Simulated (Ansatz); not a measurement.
# Molecular dynamics of BrFH₄Si

input.yaml

```yaml
crystal:
  periodic: [false, false, false]
  atoms:
    - { symbol: Si, position_ang: [-0.4033, 0.406557, -0.290845] }
    - { symbol: Br, position_ang: [0.968134, -1.799089, -0.550215] }
    - { symbol: H, position_ang: [-1.449867, -0.292617, -1.080725] }
    - { symbol: H, position_ang: [-1.179647, 1.334543, 0.587264] }
    - { symbol: H, position_ang: [0.58796, 1.187119, -1.066517] }
    - { symbol: H, position_ang: [0.969646, -0.840497, 1.008497] }
    - { symbol: F, position_ang: [0.506974, 0.003985, 1.392442] }
basis:
  gaussian: { orbitals: def2-SVP }
hamiltonian:
  xc: pbe0
  dispersion: d4
md:
  timestep: 0.5
  n_steps: 200
  ensemble: nve
  temperature: 300.0
  initial_velocities: maxwell_boltzmann
  seed: 11386
```

Command:

```bash
$ ansatz run input.yaml --threads 2 --pin off --max-ram 3072MiB --backend cpu --events-out ev --progress --plain --runs-dir out
```

It starts at the highest image of a converged band. Of that band: A structure lower than the last end lies on the path between it and the top, so the climb from that side starts below the end, which may itself be a saddle point or a shallow side well. A vibrational analysis at the climbing image gives one clearly imaginary mode, 346i cm⁻¹: a first-order saddle point.

Output, in part (step lines, the closing report, with atoms numbered from 0):

```
md step     0: t =     0.00 fs  T =   300.0 K  F+E_penalty+E_count = -80678.70995034 eV  E_kin = 0.193890 eV  conserved = -80678.51606034 eV  (22 SCF iters)
md step     1: t =     0.50 fs  T =   292.0 K  F+E_penalty+E_count = -80678.70474958 eV  E_kin = 0.188703 eV  conserved = -80678.51604689 eV  (24 SCF iters)
md step     2: t =     1.00 fs  T =   270.0 K  F+E_penalty+E_count = -80678.69040902 eV  E_kin = 0.174485 eV  conserved = -80678.51592392 eV  (24 SCF iters)
md step     3: t =     1.50 fs  T =   237.3 K  F+E_penalty+E_count = -80678.66906056 eV  E_kin = 0.153363 eV  conserved = -80678.51569730 eV  (24 SCF iters)
md step     4: t =     2.00 fs  T =   199.6 K  F+E_penalty+E_count = -80678.64441924 eV  E_kin = 0.129016 eV  conserved = -80678.51540363 eV  (24 SCF iters)
md step     5: t =     2.50 fs  T =   164.1 K  F+E_penalty+E_count = -80678.62118742 eV  E_kin = 0.106079 eV  conserved = -80678.51510840 eV  (24 SCF iters)
md step     6: t =     3.00 fs  T =   137.9 K  F+E_penalty+E_count = -80678.60402339 eV  E_kin = 0.089131 eV  conserved = -80678.51489251 eV  (25 SCF iters)
md step     7: t =     3.50 fs  T =   126.1 K  F+E_penalty+E_count = -80678.59630744 eV  E_kin = 0.081486 eV  conserved = -80678.51482094 eV  (22 SCF iters)
[... lines left out ...]
Total energy: -80679.54670305 eV, -2964.9186547763 hartree
Atom 0 at    -0.469515     0.074070    -0.866932 Å, force     0.872858     0.993686    -1.179033 eV/Å
Atom 1 at     0.867905    -1.689197    -0.564953 Å, force    -0.014108    -0.185983     0.025150 eV/Å
Atom 2 at    -0.446735     0.475003    -2.385461 Å, force     0.130770    -0.293450     1.216947 eV/Å
Atom 3 at    -1.847211    -0.255722    -0.557723 Å, force    -0.640990    -0.255722     0.367359 eV/Å
Atom 4 at     0.127656     1.131995     0.030656 Å, force    -0.327697    -0.223125    -0.344835 eV/Å
Atom 5 at     1.118785    -0.655368     1.831520 Å, force     0.310460    -2.069160    -1.487168 eV/Å
Atom 6 at     1.025108     0.070058     2.334144 Å, force    -0.331294     2.033755     1.401579 eV/Å
Dipole moment:    -0.186049    -0.038999    -0.282705 e Å
```

The steps, from the saved trajectory:

```json
{"time (fs)": "0", "T (K)": "300", "potential energy less start (eV)": "0.000", "conserved less start (meV/atom)": "0.00"}
{"time (fs)": "3", "T (K)": "138", "potential energy less start (eV)": "0.106", "conserved less start (meV/atom)": "0.17"}
{"time (fs)": "6", "T (K)": "228", "potential energy less start (eV)": "0.047", "conserved less start (meV/atom)": "0.03"}
{"time (fs)": "9", "T (K)": "153", "potential energy less start (eV)": "0.096", "conserved less start (meV/atom)": "0.09"}
{"time (fs)": "12", "T (K)": "99", "potential energy less start (eV)": "0.131", "conserved less start (meV/atom)": "0.14"}
{"time (fs)": "15", "T (K)": "225", "potential energy less start (eV)": "0.048", "conserved less start (meV/atom)": "-0.01"}
{"time (fs)": "18", "T (K)": "102", "potential energy less start (eV)": "0.129", "conserved less start (meV/atom)": "0.14"}
{"time (fs)": "21", "T (K)": "205", "potential energy less start (eV)": "0.062", "conserved less start (meV/atom)": "0.04"}
{"time (fs)": "24", "T (K)": "163", "potential energy less start (eV)": "0.089", "conserved less start (meV/atom)": "0.10"}
{"time (fs)": "27", "T (K)": "171", "potential energy less start (eV)": "0.084", "conserved less start (meV/atom)": "0.07"}
{"time (fs)": "30", "T (K)": "263", "potential energy less start (eV)": "0.024", "conserved less start (meV/atom)": "0.02"}
{"time (fs)": "33", "T (K)": "167", "potential energy less start (eV)": "0.087", "conserved less start (meV/atom)": "0.15"}
{"time (fs)": "36", "T (K)": "286", "potential energy less start (eV)": "0.009", "conserved less start (meV/atom)": "0.03"}
{"time (fs)": "39", "T (K)": "245", "potential energy less start (eV)": "0.037", "conserved less start (meV/atom)": "0.13"}
{"time (fs)": "42", "T (K)": "313", "potential energy less start (eV)": "-0.008", "conserved less start (meV/atom)": "0.04"}
{"time (fs)": "45", "T (K)": "419", "potential energy less start (eV)": "-0.076", "conserved less start (meV/atom)": "0.07"}
{"time (fs)": "48", "T (K)": "433", "potential energy less start (eV)": "-0.086", "conserved less start (meV/atom)": "0.08"}
{"time (fs)": "51", "T (K)": "650", "potential energy less start (eV)": "-0.227", "conserved less start (meV/atom)": "-0.07"}
{"time (fs)": "54", "T (K)": "661", "potential energy less start (eV)": "-0.232", "conserved less start (meV/atom)": "0.15"}
{"time (fs)": "57", "T (K)": "817", "potential energy less start (eV)": "-0.334", "conserved less start (meV/atom)": "0.02"}
{"time (fs)": "60", "T (K)": "1047", "potential energy less start (eV)": "-0.483", "conserved less start (meV/atom)": "-0.11"}
{"time (fs)": "63", "T (K)": "1026", "potential energy less start (eV)": "-0.468", "conserved less start (meV/atom)": "0.21"}
{"time (fs)": "66", "T (K)": "1328", "potential energy less start (eV)": "-0.664", "conserved less start (meV/atom)": "-0.01"}
{"time (fs)": "69", "T (K)": "1449", "potential energy less start (eV)": "-0.743", "conserved less start (meV/atom)": "-0.06"}
{"time (fs)": "72", "T (K)": "1505", "potential energy less start (eV)": "-0.778", "conserved less start (meV/atom)": "0.11"}
{"time (fs)": "75", "T (K)": "1635", "potential energy less start (eV)": "-0.862", "conserved less start (meV/atom)": "0.12"}
{"time (fs)": "78", "T (K)": "1588", "potential energy less start (eV)": "-0.832", "conserved less start (meV/atom)": "0.07"}
{"time (fs)": "81", "T (K)": "1642", "potential energy less start (eV)": "-0.868", "conserved less start (meV/atom)": "-0.08"}
{"time (fs)": "84", "T (K)": "1459", "potential energy less start (eV)": "-0.748", "conserved less start (meV/atom)": "0.17"}
{"time (fs)": "87", "T (K)": "1476", "potential energy less start (eV)": "-0.759", "conserved less start (meV/atom)": "0.15"}
{"time (fs)": "90", "T (K)": "1639", "potential energy less start (eV)": "-0.866", "conserved less start (meV/atom)": "-0.14"}
{"time (fs)": "93", "T (K)": "1578", "potential energy less start (eV)": "-0.826", "conserved less start (meV/atom)": "0.01"}
{"time (fs)": "96", "T (K)": "1682", "potential energy less start (eV)": "-0.893", "conserved less start (meV/atom)": "0.09"}
{"time (fs)": "99", "T (K)": "1667", "potential energy less start (eV)": "-0.883", "conserved less start (meV/atom)": "0.05"}
```

All steps were run. The conserved energy stayed within 0.25 meV per atom of its start (net change 0.24 meV per atom), so the integration is sound. The kinetic energy rose, since the run started high on the potential surface and went downhill. It ends in pieces (BrH3Si + FH), so much of that is their flight and rotation, not heat. A run of 0.1 ps of so small a system gives no equilibrium averages. The orbitals stay closed-shell, which can raise the energy where a bond breaks towards radicals; this wasn't checked here.

Between its relaxed ends the band would form Si1–F7, Br2–H6 and break Si1–Br2, H6–F7. These pairs go: Si1–F7 1.96 → 3.53 Å, Br2–H6 1.83 → 2.62 Å, Si1–Br2 2.61 → 2.23 Å, H6–F7 1.04 → 0.89 Å. In the last frame they stand as before the step (other bonds may differ from the relaxed reactants and products). It ends as BrH3Si + FH. Pairs count as bonded within 1.25 times the sum of covalent radii (0.12 Å more for H–H).

Last frame:

```xyz
7
Properties=species:S:1:pos:R:3
Si -0.469 0.074 -0.867
Br 0.868 -1.689 -0.565
H -0.447 0.475 -2.385
H -1.847 -0.256 -0.558
H 0.128 1.132 0.031
H 1.119 -0.655 1.831
F 1.025 0.070 2.334
```

Time of the run: 5.6 min on 2 threads of AMD EPYC 7R43 64-Core Processor (Zen 3), with other jobs on the host, peak memory 0.2 GiB.
